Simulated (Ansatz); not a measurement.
Relaxation of H10N2O2SiZr (16 atoms, charge 0, multiplicity 1), to a largest force component of 0.03 eV/Å in at most 50 steps.

Method: Ansatz 0.2.0, RHF/def2-SVP.

```xyz
16
Properties=species:S:1:pos:R:3:forces:R:3
Zr -0.229 0.105 -0.050 -0.42 0.17 1.42
O -0.582 0.064 1.935 0.00 0.43 -1.55
H -0.521 0.205 2.860 0.00 0.01 0.02
N 1.737 0.255 -0.640 -0.04 0.05 -0.03
H 2.482 -0.406 -0.511 -0.01 -0.01 0.02
H 2.105 1.046 -1.141 0.01 -0.01 0.02
O -1.077 1.640 -0.864 0.09 -0.01 0.02
H -1.629 2.289 -1.259 -0.03 0.00 -0.01
N -0.984 -1.660 -0.807 -0.01 -0.04 0.00
H -1.691 -2.222 -0.364 0.00 0.00 0.00
H -0.807 -2.046 -1.719 0.02 0.01 0.01
Si 1.272 -3.065 1.459 0.19 -0.41 0.04
H 0.213 -4.066 1.200 -0.01 -0.01 0.01
H 2.160 -2.960 0.277 -0.01 0.00 -0.01
H 2.089 -3.523 2.612 0.01 -0.01 -0.01
H 0.685 -1.760 1.785 0.19 -0.20 0.04
```

Where does it end, and by what steps?

The run converged. The force dipped under the threshold on the way, but the program's further checks kept it going. After 21 steps the energy has fallen by 0.326 eV; H15 moved furthest, 1.42 Å.

| step | energy less start (eV) | largest force component (eV/Å) | accepted |
| --- | --- | --- | --- |
| 0 | 0.0000 | 1.547 | yes |
| 1 | -0.1995 | 0.199 | yes |
| 2 | -0.2625 | 0.123 | yes |
| 3 | -0.2881 | 0.123 | yes |
| 4 | -0.2951 | 0.137 | yes |
| 5 | -0.3009 | 0.266 | yes |
| 6 | -0.3042 | 0.219 | yes |
| 7 | -0.3058 | 0.135 | yes |
| 8 | -0.3096 | 0.147 | yes |
| 9 | -0.3151 | 0.032 | yes |
| 10 | -0.3104 | 0.599 | no |
| 11 | -0.3181 | 0.082 | yes |
| 12 | -0.3197 | 0.109 | yes |
| 13 | -0.3211 | 0.133 | yes |
| 14 | -0.3223 | 0.118 | yes |
| 15 | -0.3233 | 0.096 | yes |
| 16 | -0.3239 | 0.018 | yes |
| 17 | -0.3246 | 0.031 | yes |
| 18 | -0.3251 | 0.039 | yes |
| 19 | -0.3253 | 0.022 | yes |
| 20 | -0.3256 | 0.012 | yes |
| 21 | -0.3257 | 0.018 | yes |

```xyz
16
Properties=species:S:1:pos:R:3
Zr -0.359 0.490 -0.120
O -0.830 0.876 1.721
H -0.958 1.170 2.603
N 1.646 0.728 -0.535
H 2.409 0.243 -0.096
H 2.030 1.386 -1.191
O -1.269 1.654 -1.375
H -1.851 2.112 -1.952
N -0.818 -1.511 -0.382
H -1.467 -2.039 0.176
H -0.529 -2.089 -1.152
Si 1.438 -3.817 1.410
H 0.115 -4.411 1.111
H 2.115 -3.420 0.155
H 2.270 -4.833 2.100
H 1.282 -2.644 2.299
```

Whether the end is a true minimum wasn't checked by a vibrational analysis.

The run took 40 s on 4 threads of Arm Neoverse V2, on a shared host, peak memory 0.45 GiB.
